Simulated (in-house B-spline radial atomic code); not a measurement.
A run on Mo (an excited or competing configuration) that did not converge. Method: scalar-relativistic (X2C) wB97X, spin-polarised, spherical fractional occupations, exact exchange averaged over the configuration, Fermi nucleus of rms radius 4.4091 fm; computed with an all-electron radial atomic-structure program (B-spline basis).

Command:
```bash
python run_scf.py task.json out
```
Settings (nuclear radius in fm, mass in u):
```
Z                42
configuration    [Kr] 4d4 5s2
hamiltonian      x2c
method           wb97x
spin_polarised   True
nucleus          fermi
rms_radius       4.4091
atomic_mass      97.9054
speed_of_light   137.035999084
exact_exchange   averaged over the configuration
```

First and last ten iterations of the last attempt (damped for 15 steps, keeping 80 % of the old Fock matrix, then DIIS):
```
 iter        energy (Eh)    residual
    1       -4043.365717    4.37e-01
    2       -4046.076110    2.01e-01
    3       -4047.225505    1.37e-01
    4       -4047.817304    9.56e-02
    5       -4048.120004    6.83e-02
    6       -4048.274084    5.49e-02
    7       -4048.352403    4.30e-02
    8       -4048.392404    3.32e-02
    9       -4048.413113    2.55e-02
   10       -4048.424089    1.95e-02
  111       -4048.439292    1.37e-06
  112       -4048.439292    1.02e-06
  113       -4048.439292    8.62e-07
  114       -4048.439292    8.55e-07
  115       -4048.439292    1.37e-06
  116       -4048.439292    1.05e-06
  117       -4048.439292    3.72e-06
  118       -4048.439292    8.68e-07
  119       -4048.439292    8.62e-07
  120       -4048.439292    8.77e-07
 not converged after 120 iterations
```

The smallest residual met was 7.5e-07; the threshold is about 4e-07. Over the last five steps the energy moves by less than 1e-08 hartree, but the orbitals didn't meet the threshold. Time taken, with all properties: 38 s on 1 thread of Arm Neoverse N1, with other jobs on the host.
